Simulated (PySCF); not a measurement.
Cost of one run: spin–spin coupling job, `[H]/N=C/[C@@H](CC)C(=O)[O-]`.

Method: B3LYP/pcJ-1 indirect spin-spin coupling, non-relativistic, gas phase (PySCF 2.14.0, density-fitted response routines). Geometry: GFN2-xTB. Work: spin–spin couplings from 14 perturbed nuclei, spin–dipole term for 1 of them, density fitting. The input is one job of a driver script: a line of settings, then coordinates in Å.

Command:
```bash
OMP_NUM_THREADS=1 python probes_run.py task.json out
```

Input:
```
{"job": {"kind": "j", "xc": "B3LYP", "basis": "pcJ-1"}, "charge": -1, "multiplicity": 1}
C     -1.833232    -0.811731    -0.073262
C     -1.020194     0.319039     0.552393
C      0.356077     0.458365    -0.083248
C      1.233249    -0.676409     0.139578
N      1.970217    -1.177819    -0.771252
C      1.091163     1.740188     0.687969
O      1.481182     2.609106    -0.077612
O      1.107918     1.646516     1.908487
H     -1.981924    -0.626414    -1.135919
H     -2.810547    -0.902356     0.403282
H     -1.305669    -1.758185     0.030581
H     -1.563584     1.261792     0.440214
H     -0.889355     0.139365     1.622593
H      0.300726     0.717486    -1.141640
H      1.255136    -1.023078     1.187382
H      2.601241    -1.906922    -0.433474
```

Hardware: one thread of an Arm Neoverse N1, on a shared host.

Q: How large is the basis?

A: 296 functions for 62 electrons, with 1050 fitting functions; the fitted three-index integrals, 1050 × 296 × 297/2 numbers of 8 bytes, come to 350 MiB.

Q: How long does the run take?

A: About 2.2 min. The SCF took 15 cycles.

The SCF part of the output:
```
coarse grid: 13624 points
cycle   1  E = -400.2486729335  dE =  1.057e+00  |g| = 1.213e+00  |ddm| = 3.325e+00
cycle   2  E = -399.6556300929  dE =  5.930e-01  |g| = 2.143e+00  |ddm| = 3.639e+00
cycle   3  E = -400.5059252946  dE = -8.503e-01  |g| = 3.060e-01  |ddm| = 2.814e+00
cycle   4  E = -400.5248395236  dE = -1.891e-02  |g| = 1.382e-01  |ddm| = 4.152e-01
cycle   5  E = -400.5272727920  dE = -2.433e-03  |g| = 7.910e-02  |ddm| = 1.327e-01
cycle   6  E = -400.5284204961  dE = -1.148e-03  |g| = 1.160e-02  |ddm| = 6.705e-02
cycle   7  E = -400.5284449773  dE = -2.448e-05  |g| = 3.608e-03  |ddm| = 1.298e-02
cycle   8  E = -400.5284479800  dE = -3.003e-06  |g| = 8.755e-04  |ddm| = 4.715e-03
final grid: 132424 points
cycle   9  E = -400.6116755039  dE = -1.733e-04  |g| = 7.179e-03  |ddm| = 2.429e-02
cycle  10  E = -400.6116634501  dE =  1.205e-05  |g| = 1.012e-02  |ddm| = 1.390e-02
cycle  11  E = -400.6116850774  dE = -2.163e-05  |g| = 1.577e-03  |ddm| = 9.567e-03
cycle  12  E = -400.6116853788  dE = -3.014e-07  |g| = 8.119e-04  |ddm| = 1.757e-03
cycle  13  E = -400.6116854949  dE = -1.161e-07  |g| = 2.610e-04  |ddm| = 7.123e-04
cycle  14  E = -400.6116855076  dE = -1.267e-08  |g| = 4.290e-05  |ddm| = 2.172e-04
cycle  15  E = -400.6116855079  dE = -2.786e-10  |g| = 1.885e-05  |ddm| = 4.970e-05
converged SCF energy = -400.6116855079
```

On the final grid dE counts from the start density on that grid.

Other jobs ran on the host; a repeat could differ by tens of per cent or more.
